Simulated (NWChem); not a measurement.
Species: GaBrF₂; SMILES [Ga]([F])([Br])[F]

```xyz
4

Ga     0.0000     0.0000     0.7377
F      0.0000    -1.4719     1.6538
F      0.0000     1.4719     1.6538
Br     0.0000     0.0000    -1.5039
```
Atoms are numbered in this order, from 1.

Program: NWChem. All runs use the structure optimised with PBE0/def2-SVP. Ions are spin-unrestricted doublets at the neutral geometry; other ion states weren't tried.

For level CAM-B3LYP/def2-SVP:

```
Item                                   Result
-------------------------------------  ------
vertical ionisation energy, ΔSCF (eV)   12.02
−ε(HOMO) (eV)                           10.59
```

Q: What are these values for level PBE/def2-SVP?

A: The vertical ionisation energy, ΔSCF (eV) is 11.56 and the −ε(HOMO) (eV) is 7.89.
